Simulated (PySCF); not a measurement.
## Cl: excitation energy

Cl [Ne] 3s2 3p5 (2P) → Cl [Ne] 3s2 3p4 3d1 (high-spin determinant), as a difference of total energies. Computed with PySCF 2.14 in aug-cc-pV(T+d)Z with one added diffuse shell each of s, p, d, f type (7s6p5d3f, 71 functions), with no relativity, point nucleus. Correlated levels: valence: [Ne] frozen. The calculations carry no spin-orbit coupling.

| method | excitation energy (eV) |
| --- | --- |
| UHF | 10.342 |
| MP2 (valence) | 11.111 |
| SCS-MP2 (valence) | 11.209 |
| CCSD (valence) | 11.053 |
| CCSD(T) (valence) | 11.073 |

Task: How much does correlation contribute at CCSD(T) (valence)?

Result: 11.073 − (10.342) = 0.731 eV, measured against UHF.

The promoted electron is Rydberg-like, and one or two diffuse shells describe it only roughly, which tends to raise the upper state.

The determinant of the upper state mixes LS terms, which raises its energy above the lowest term, most at the Hartree-Fock and MP2 levels.
